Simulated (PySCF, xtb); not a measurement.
Zn(Me)2 (C₂H₆Zn), SMILES [CH3][Zn][CH3].

xtb with GFN2-xTB at its own geometry gives an orbital gap of 4.69 eV and a dipole moment of 0.01 D.

Geometry optimised at B3LYP-D3(BJ)/def2-SVP. The isomer is the one that the SMILES or the coordinates give; other isomers of the formula were not compared.

Problem. What does PBE/def2-TZVPD (PySCF) give? (An estimate is asked for; the answer gives what the named calculation found.)

Solution. gap 5.38 eV (levels -6.04 and -0.65 eV), dipole 0.00 D.
